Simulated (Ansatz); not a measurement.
Ideal-gas functions of ClF2HSeZr, SMILES `[F][Zr]([F])([Cl])[SeH]` at 500 K and 1 bar, from an Ansatz frequency run at PBE0-D4/def2-TZVP.

Molar mass 244.64 g/mol, point group C1 (symmetry number 1), electronic degeneracy 1, moments of inertia 269.043, 576.967, 655.419 u Å². Harmonic wavenumbers (cm⁻¹, unscaled): 80, 88, 108, 137, 151, 165, 279, 411, 439, 681, 693, 2412.

Use S(trans) = R[1.5 ln M + 2.5 ln T − 1.1517]; rotational temperatures θ = 24.2544 K / I; S(rot) = R[ln(√π/σ · √(T³/θAθBθC)) + 1.5]; for each mode x = 1.438777 ν̃/T, S = R[x/(eˣ − 1) − ln(1 − e⁻ˣ)] and H = RT x/(eˣ − 1); 1 cm⁻¹ = 0.0119627 kJ/mol; R = 8.31446 J/(mol·K).

**Question.** By hand: the entropy, in J/(mol·K).

**Answer.** Translation 188.2. Rotation: θ = 0.0902, 0.042, 0.037 K, giving 131.6. Vibration, mode by mode: 20.54, 19.76, 18.06, 16.11, 15.31, 14.59, 10.36, 7.39, 6.90, 3.94, 3.83, 0.06, in all 136.8. Electronic 0.0. Sum 456.6 J/(mol·K).

**Question.** By hand: H − E and G − E in kJ/mol, counted from the electronic energy.

**Answer.** Zero-point energy ½ × 5644 × 0.0119627 = 33.8; thermal vibration 30.5; translation, rotation and pV give 4 RT = 16.6. H − E = 80.9 kJ/mol, and G − E = 80.9 − 500 × 456.6/1000 = -147.4 kJ/mol.

Vibration gives 30 % of the entropy, 74.5 J/(mol·K) of it from the modes under 150 cm⁻¹: soft modes count most, and the harmonic formula is weakest for them. The sum counts one conformer and one mirror image; others add a mixing term.
